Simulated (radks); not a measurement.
Values are calculated unless marked as measured or tabulated.
Problem. Spherical quantum dot in the effective-mass picture: electrons in a parabolic well V = omega^2 r^2 / 2 with omega = 0.098, with a point charge +2 (a donor) at the centre, all in effective atomic units (hartree* = m*/eps^2 hartree, bohr* = eps/m* bohr), one dielectric constant everywhere. Level of theory: non-relativistic Kohn-Sham, LDA (Slater exchange, Perdew-Wang correlation), spin-polarised, spherical densities (a radial shooting solver with Libxc functionals). Levels are named by radial order and angular momentum (1s, 1p, 1d, 2s, ...), and open shells are averaged over m. Results are scaled to m* = 0.161 and eps = 6.9, for which hartree* = 92.02 meV and bohr* = 2.268 nm. At N = 2 the configuration is 1s2. Does electron 3 go into 2s up or 1p up?

Solution. Into 2s up. The total energies of the other choices lie higher by 3.34 meV (1p up).
